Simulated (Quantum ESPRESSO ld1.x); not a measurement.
Task: Coherent X-ray form factor from a spherical all-electron density. Method: non-relativistic Kohn-Sham, LDA (Slater exchange, VWN5 correlation), spin-polarised, spherical densities, point nucleus; computed with ld1.x of Quantum ESPRESSO 7.5.

sin(theta)/lambda (1/angstrom)  f0 (electrons)
0.05                                     3.712
0.1                                      3.077
0.15                                     2.473
0.2                                      2.065
0.25                                     1.826
0.3                                      1.685
0.4                                      1.507
0.5                                      1.346
0.6                                      1.177
0.8                                      0.860
1                                        0.609
1.25                                     0.394
1.5                                      0.258
2                                        0.118

The species is in the configuration that NIST lists as its ground one. Which atom or ion scatters so?

Result: Neutral beryllium, [He] 2s2. Extrapolating in s^2 from the first two rows gives f0(0) = 3.9, near the electron count 4; among species with that count, the fall with angle is slower the higher Z, and the table is that of Z = 4; from so few rows the species is fixed only to a neighbour or two.
